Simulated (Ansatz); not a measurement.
C$_{4}$H$_{10}$AlCl, SMILES `C[CH2][Al]([Cl])[CH2]C`. Charge 0, multiplicity 1.

| atom | x (Å) | y (Å) | z (Å) |
| --- | --- | --- | --- |
| C1 | 0.886 | 0.936 | 2.174 |
| C2 | 1.718 | 0.615 | 0.933 |
| Al3 | 0.726 | -0.101 | -0.588 |
| Cl4 | 1.836 | -0.563 | -2.328 |
| C5 | -1.201 | -0.420 | -0.625 |
| C6 | -1.787 | -0.984 | -1.917 |
| H7 | 0.113 | 1.680 | 1.963 |
| H8 | 1.500 | 1.333 | 2.988 |
| H9 | 0.374 | 0.051 | 2.561 |
| H10 | 2.513 | -0.102 | 1.178 |
| H11 | 2.255 | 1.508 | 0.588 |
| H12 | -1.433 | -1.080 | 0.222 |
| H13 | -1.689 | 0.529 | -0.365 |
| H14 | -1.600 | -0.322 | -2.766 |
| H15 | -2.869 | -1.130 | -1.846 |
| H16 | -1.342 | -1.949 | -2.173 |

(1) List the harmonic frequencies (cm⁻¹, unscaled) at PBE0-D4/def2-TZVP in Ansatz. (An estimate is asked.)

(2) Is this a minimum?

(3) Give the ideal-gas thermochemistry at 298.15 K and 1 bar (rigid rotor, harmonic oscillator; point group Cs, symmetry number 1).

Answers

(1) Ansatz gave: 25, 33, 78, 110, 125, 191, 232, 244, 310, 444, 533, 608, 620, 672, 913, 936, 958, 966, 1034, 1045, 1220, 1227, 1248, 1252, 1408, 1411, 1431, 1434, 1489, 1490, 1499, 1502, 3013, 3027, 3036, 3041, 3045, 3061, 3099, 3105, 3107, 3119.

(2) Yes, all 42 modes are real.

(3) Zero-point energy 343.0 kJ/mol; H(298) − E = 371.7 kJ/mol; entropy 427.2 J/(mol·K), of which translation 168.6, rotation 121.4, vibration 137.2; G(298) − E = 244.4 kJ/mol. Modes under 100 cm⁻¹ are hindered rotations or soft bends, so the harmonic entropy is rough.
